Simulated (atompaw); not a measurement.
# Building the PAW (atompaw) potential for Ir (Z = 77) (LDA (PW92), scalar-relativistic).

* Element: Ir (Z = 77)
* Generator: atompaw 4.2.0.5
* Type: PAW
* Functional: LDA (PW92)
* Relativity: scalar-relativistic
* Frozen core: [Kr] 4d10
* Valence charge: 31
* Reference configuration: 4f14 5s2 5p6 5d7 6s1.5 6p0.5
* Partial waves: 5s (bound): rc 1.35 bohr; 6s (bound): rc 0.45 bohr; 5p (bound): rc 1.55 bohr; 6p (bound): rc 1.80 bohr; 5d (bound): rc 1.80 bohr; 5d channel at 0.05 Ry: rc 1.45 bohr; 4f (bound): rc 0.90 bohr; 4f channel at -4.35 Ry: rc 0.90 bohr
* Local potential: troulliermartins scheme with l = 4 at 1 Ry, radius 1.45 bohr
* Core correction: smooth core density matched at 1.55 bohr
* Augmentation charge: sinc compensation charge, radius 1.50 bohr; PAW radius 1.80 bohr; waves and projectors: custom polynom2 7 10 vanderbiltortho

All-electron outer shells of the reference configuration (LDA (PW92), scalar-relativistic, ld1.x):

```csv
shell,level (eV),outermost node (bohr),outermost maximum (bohr)
4p,-497.12,0.23,0.42
4d,-291.84,0.21,0.42
5s,-99.28,0.50,0.89
4f,-63.52,–,0.39
5p,-55.91,0.54,1.01
5d,-8.28,0.59,1.31
6s,-7.27,1.17,2.38
6p,-1.87,1.39,3.38
```

(1) Does the generator finish with these settings?

Answers

(1) No. atompaw 4.2.0.5 stopped with "atompaw: The overlap operator has at least one negative eigenvalue!": the overlap operator built from these waves and projectors is not positive definite.
